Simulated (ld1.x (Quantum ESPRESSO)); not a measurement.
# Transferability test, TM potential for silver

```
Element                 : silver (Ag)
Generator               : ld1.x (Quantum ESPRESSO) 7.5
Type                    : norm-conserving Troullier–Martins (Kleinman–Bylander form)
Functional              : LDA (PZ)
Relativity              : scalar-relativistic
Frozen core             : [Ar] 3d10 4s2
Valence charge          : 17
Reference configuration : 4p6 4d10 5s1 5p0
Partial waves           : 4p (bound): rc 1.05 bohr; 4d (bound): rc 1.30 bohr; 5s (bound): rc 2.30 bohr
Local potential         : the s channel
Core correction         : none
```

Energies are relative to the spin-unpolarised reference configuration 4p6 4d10 5s1 5p0; without spin polarisation the order of configurations can differ from experiment. Spin-polarised rows fill each open shell by Hund’s rule, majority spin first.

```
            valence configuration  charge  ΔE all-electron (eV)  error AE − PS (meV)
                 4p6 4d10 5s0 5p0      +1                 8.102                  -11
                  4p6 4d9 5s0 5p0      +2                30.485                  -79
                  4p6 4d8 5s0 5p0      +3                66.919                 -392
                  4p6 4d9 5s1 5p0      +1                13.379                  -78
                  4p6 4d9 5s2 5p0       0                 3.961                 -102
                  4p6 4d7 5s0 5p0      +4               118.846                 -999
4p6 4d10 5s1 5p0 (spin-polarised)       0                -0.149                 +0.4
 4p6 4d9 5s0 5p0 (spin-polarised)      +2                30.325                  -53
```

(1) What are ΔE and the potential's error for 4p6 4d10 5s0.5 5p0?

Levels in the configuration 4p6 4d10 5s1 5p0 (spin-polarised):

| level | all-electron (eV) | pseudo (eV) |
| --- | --- | --- |
| 4p up | -58.639 | -58.636 |
| 4d up | -7.709 | -7.711 |
| 5s up | -4.970 | -4.970 |
| 4p down | -58.614 | -58.620 |
| 4d down | -7.534 | -7.532 |

## Answers

(1) ΔE = 3.186 eV all-electron; the error (AE − PS) is -2.4 meV.

These tests converged, but a pseudo level misses the all-electron one widely, so the file describes the atom poorly there or has found another state: 4p6 4d8 5s0 5p0: empty 5p by 2.9 eV (a node warning on the way); 4p6 4d7 5s0 5p0: empty 5p by 4.1 eV.
